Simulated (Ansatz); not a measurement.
Two isomers of C5H12O2: A = `OCCCCCO`, B = `CCCC(O)CO`.

Isolated molecules relaxed with PBE0-D4/def2-TZVP in Ansatz; ΔE leaves out vibrations. CBS: MP2 limit from def2 TZ/QZ plus the TZ coupled-cluster correction, frozen cores. DFT in def2-TZVPP. B3LYP here is the variant with VWN-RPA as its local correlation; programs differ in this. One conformer a species, not always the lowest.

Q: Which is lower in electronic energy at CCSD(T)/CBS, and by how much? (Estimate.)

A: Computed: B, by 5.4 kcal/mol.

Q: Give E(B) − E(A) in kcal/mol with LDA (SPW92), PBE-D4, r2SCAN-D4, ωB97M-V, MP2/def2-TZVPP, B3LYP, BLYP-D4. (An estimate is asked.)

A: Computed: LDA (SPW92) -6.7, PBE-D4 -5.3, r2SCAN-D4 -5.9, ωB97M-V -5.7, MP2/def2-TZVPP -5.8, B3LYP -4.4, BLYP-D4 -5.2. None reverses the order clearly.

Largest T1 diagnostic: 0.010.

At CCSD(T), def2-SVP lies −1.3 kcal/mol from the extrapolated value and def2-TZVPP −0.2 kcal/mol. The D4 term adds −0.7 kcal/mol with B3LYP and −0.4 kcal/mol with PBE0; it sums over pairs of atoms, weighted by their polarisabilities, and B3LYP, whose exchange is more repulsive, gets the larger term.
